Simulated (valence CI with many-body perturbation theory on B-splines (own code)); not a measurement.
## Energy levels of As II

Method: valence CI with perturbative core correlation (CI+MBPT): four valence electrons over a frozen Dirac-Fock core [Ar] 3d10, radial functions for each j: 11 s, 11 p, 10 d, 8 f, 5 g, 2 h, with the one-electron correlation potential Σ1 (screened to all orders), the two-electron term Σ2, the three-electron term Σ3, Breit, model QED; selected single and double excitations, second order for the rest (own B-spline code, finite nucleus).

Set against measurement, 16 paired levels are off by 193 cm⁻¹ on average, the worst by 359. These come from a selection out of the NIST Handbook of Basic Atomic Spectroscopic Data. Levels without a partner in it may be off by more. Among the levels kept, up to 2200 cm⁻¹ of a level comes from second order outside the variational space, and about a tenth of that is noise between levels of different J, which matters for small intervals.

Levels 91 to 135 of 156, with energies above the lowest level, (4s^2 4p1/2^2) J=0. "Leading %" is the weight of the configuration and term that name the level; weights of strongly mixed levels are sums over their largest components and can fall short. In the jj column 3d3/2^4 stands for four electrons in 3d with j = 3/2. Lifetimes count E1, E2, E3, M1 and M2 decay at the calculated energies, and are blank where another channel may lead or the interval is too uncertain; long ones can be off by a factor of two.

```
No.  Configuration  Term  J  E (eV)  Leading %      g               Leading jj  Lifetime
 91      4s2.4p.5f    3G  3  16.323         62  0.843  4s^2 4p1/2 5f5/2 (93 %)   5.60 ns
 92      4s2.4p.5f    3G  4  16.328         38  1.098  4s^2 4p1/2 5f7/2 (93 %)   6.78 ns
 93      4s2.4p.5f    3D  3  16.331         40  1.169  4s^2 4p1/2 5f7/2 (92 %)   6.32 ns
 94      4s2.4p.7p    3P  0  16.332         75         4s^2 4p1/2 7p1/2 (89 %)   30.9 ns
 95      4s2.4p.5f    3F  2  16.338         50  0.855  4s^2 4p1/2 5f5/2 (88 %)   7.02 ns
 96      4s2.4p.5g   3H°  5  16.345         36  1.072  4s^2 4p1/2 5g9/2 (94 %)   14.7 ns
 97      4s2.4p.5g   3F°  4  16.350         50  1.142  4s^2 4p1/2 5g9/2 (89 %)   14.7 ns
 98      4s2.4p.5g   3H°  4  16.350         65  0.871  4s^2 4p1/2 5g7/2 (90 %)   14.6 ns
 99      4s2.4p.5g   3G°  3  16.354         44  0.903  4s^2 4p1/2 5g7/2 (94 %)   14.6 ns
100      4s2.4p.6d   3F°  4  16.499         91  1.250  4s^2 4p3/2 6d5/2 (91 %)   10.4 ns
101      4s2.4p.6d   3D°  3  16.556         57  1.232  4s^2 4p3/2 6d3/2 (55 %)   1.85 ns
102      4s2.4p.6d   1D°  2  16.559         51  0.999  4s^2 4p3/2 6d3/2 (68 %)   1.37 ns
103      4s2.4p.6d   3P°  0  16.588         93         4s^2 4p3/2 6d3/2 (93 %)   1.96 ns
104      4s2.4p.6d   3P°  1  16.595         71  1.268  4s^2 4p3/2 6d3/2 (83 %)   1.73 ns
105      4s2.4p.6d   3P°  2  16.595         48  1.320  4s^2 4p3/2 6d5/2 (69 %)   1.54 ns
106      4s2.4p.7p    1P  1  16.630         50  1.054  4s^2 4p3/2 7p3/2 (51 %)   40.6 ns
107      4s2.4p.6d   1F°  3  16.651         68  1.069  4s^2 4p3/2 6d5/2 (57 %)   1.33 ns
108      4s2.4p.7p    3D  3  16.655         80  1.309  4s^2 4p3/2 7p3/2 (80 %)   32.4 ns
109      4s2.4p.7p    3P  2  16.659         58  1.365  4s^2 4p3/2 7p1/2 (63 %)   33.0 ns
110      4s2.4p.5f    1F  3  16.663         37  0.955  4s^2 4p3/2 5f5/2 (81 %)   5.95 ns
111      4s2.4p.5f    3F  4  16.664         63  1.183  4s^2 4p3/2 5f7/2 (80 %)   6.41 ns
112      4s2.4p.7p    3S  1  16.682         66  1.833  4s^2 4p3/2 7p1/2 (53 %)   43.4 ns
113      4s2.4p.5f    3G  5  16.692         93  1.200  4s^2 4p3/2 5f7/2 (93 %)   5.47 ns
114      4s2.4p.5f    3D  3  16.693         47  1.225  4s^2 4p3/2 5f7/2 (70 %)   7.11 ns
115      4s2.4p.5f    3F  2  16.694         32  0.964  4s^2 4p3/2 5f5/2 (67 %)   7.93 ns
116      4s2.4p.5g   3G°  5  16.696         66  1.146  4s^2 4p3/2 5g9/2 (91 %)   14.2 ns
117      4s2.4p.5g   1G°  4  16.700         37  0.956  4s^2 4p3/2 5g7/2 (89 %)   14.1 ns
118      4s2.4p.5g   3F°  4  16.708         44  1.131  4s^2 4p3/2 5g9/2 (89 %)   14.5 ns
119      4s2.4p.7p    1D  2  16.709         54  1.052  4s^2 4p3/2 7p3/2 (46 %)   26.2 ns
120      4s2.4p.5f    1G  4  16.709         61  1.020  4s^2 4p3/2 5f5/2 (82 %)   7.84 ns
121      4s2.4p.5g   3G°  3  16.713         50  0.883  4s^2 4p3/2 5g7/2 (89 %)   14.4 ns
122      4s2.4p.5g   3H°  6  16.713         94  1.167  4s^2 4p3/2 5g9/2 (94 %)   15.0 ns
123      4s2.4p.6d   1P°  1  16.714         59  0.988  4s^2 4p3/2 6d5/2 (62 %)   1.14 ns
124      4s2.4p.5g   1H°  5  16.716         51  1.015  4s^2 4p3/2 5g7/2 (91 %)   15.1 ns
125      4s2.4p.5g   3F°  3  16.733         53  1.047  4s^2 4p3/2 5g9/2 (90 %)   15.2 ns
126      4s2.4p.5g   3F°  2  16.738         94  0.666  4s^2 4p3/2 5g7/2 (94 %)   15.3 ns
127      4s2.4p.5f    3D  2  16.739         51  1.092  4s^2 4p3/2 5f7/2 (88 %)   7.14 ns
128      4s2.4p.5f    3D  1  16.740         93  0.500  4s^2 4p3/2 5f5/2 (93 %)   6.42 ns
129      4s2.4p.7p    1S  0  16.764         72         4s^2 4p3/2 7p3/2 (85 %)   35.1 ns
130      4s2.4p.8s   3P°  0  16.765         93            4s^2 4p1/2 8s (93 %)   8.57 ns
131      4s2.4p.8s   3P°  1  16.786         59  1.317     4s^2 4p1/2 8s (84 %)   4.64 ns
132      4s2.4p.7d   3F°  2  16.921         74  0.742  4s^2 4p1/2 7d3/2 (90 %)   6.85 ns
133      4s2.4p.7d   3P°  2  16.958         45  1.292  4s^2 4p1/2 7d5/2 (92 %)   2.95 ns
134      4s2.4p.7d   3F°  3  16.961         50  1.118  4s^2 4p1/2 7d5/2 (89 %)   3.23 ns
135      4s2.4p.8p    3D  1  16.987         67  0.670  4s^2 4p1/2 8p1/2 (92 %)    105 ns
```

Where two levels of one J and parity lie close, their mixing, g and order are uncertain.
